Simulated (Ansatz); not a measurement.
```yaml
crystal:
  periodic: [false, false, false]
  atoms:
    - {symbol: C, position_ang: [-0.831899, -1.039698, 0.701890]}
    - {symbol: C, position_ang: [0.224299, -0.059813, 0.234668]}
    - {symbol: C, position_ang: [1.004882, -0.576681, -0.956010]}
    - {symbol: O, position_ang: [-0.413562, 1.157102, -0.131778]}
    - {symbol: Ge, position_ang: [-0.039965, 2.684172, 0.687712]}
    - {symbol: F, position_ang: [-1.145550, 3.656992, -0.259880]}
    - {symbol: H, position_ang: [-1.554630, -1.218424, -0.097659]}
    - {symbol: H, position_ang: [-0.378228, -1.993278, 0.982196]}
    - {symbol: H, position_ang: [-1.370452, -0.646108, 1.566338]}
    - {symbol: H, position_ang: [0.928393, 0.119368, 1.064767]}
    - {symbol: H, position_ang: [1.499827, -1.520174, -0.714083]}
    - {symbol: H, position_ang: [0.331463, -0.741975, -1.800254]}
    - {symbol: H, position_ang: [1.765924, 0.143619, -1.263109]}
basis:
  gaussian: {orbitals: 6-31G, final_grid: {core_spheres: 1, valence_spheres: 1, degree: 5}}
hamiltonian: {xc: {name: PBE}}
output: {forces: true}
```

```sh
$ ansatz run in.yaml --threads 8 --pin off --events-out ev --progress --plain --max-ram 18278MiB
```

Output, abridged:

```
Functional definition: PBE
1013 factors; integrals over basis functions are off by at most 3.6e-4 eV
mean field evaluation 1: about -64466.5391 eV, gradient 7.9e1 eV
mean field evaluation 2: about -64378.9506 eV, gradient 2.0e2 eV
mean field evaluation 4: about -64479.4859 eV, gradient 1.6e1 eV
mean field evaluation 8: about -64479.9916 eV, gradient 8.2e-1 eV
mean field evaluation 16: about -64468.0979 eV, gradient 4.4e-2 eV
mean field -64468.09794466 eV, -2369.1589014201 hartree, gradient 4.5e-5 eV, S^2 0.000000; 0 other end points of the search recorded, 0 dependent functions left out
reference -64468.09802233 eV, -2369.1589042745 hartree; 37, 37 occupied and 51, 51 virtual orbitals, 1013 factors
Total energy: -64468.09802233 eV, -2369.1589042745 hartree
Atom 0 at    -0.831899    -1.039698     0.701890 Å, force     7.300065     7.065245    -2.083106 eV/Å
Atom 1 at     0.224299    -0.059813     0.234668 Å, force    -1.894849    -9.177786    -4.606316 eV/Å
Atom 2 at     1.004882    -0.576681    -0.956010 Å, force    -4.174851     4.148741     8.436785 eV/Å
Atom 3 at    -0.413562     1.157102    -0.131778 Å, force     1.986201    -8.943490    -0.099120 eV/Å
Atom 4 at    -0.039965     2.684172     0.687712 Å, force     1.712937     3.690464     2.582089 eV/Å
Atom 5 at    -1.145550     3.656992    -0.259880 Å, force    -1.592593     1.541844    -1.184753 eV/Å
Atom 6 at    -1.554630    -1.218424    -0.097659 Å, force     0.217711     0.040212     0.258986 eV/Å
Atom 7 at    -0.378228    -1.993278     0.982196 Å, force    -0.849082     2.525504    -1.030321 eV/Å
Atom 8 at    -1.370452    -0.646108     1.566338 Å, force     1.180623    -1.179214    -1.945463 eV/Å
Atom 9 at     0.928393     0.119368     1.064767 Å, force    -0.825983    -0.137903    -0.941926 eV/Å
Atom 10 at     1.499827    -1.520174    -0.714083 Å, force    -1.581245     2.295873    -0.343488 eV/Å
Atom 11 at     0.331463    -0.741975    -1.800254 Å, force     0.227127     0.049590     0.303497 eV/Å
Atom 12 at     1.765924     0.143619    -1.263109 Å, force    -1.706063    -1.919080     0.653137 eV/Å
Dipole moment:     0.256028    -0.330757     0.191425 e Å
```

Q: What is wrong with this run?

A: The integration grid is far too coarse. Self-consistency was reached. The result belongs to that input, not to the molecule as meant.
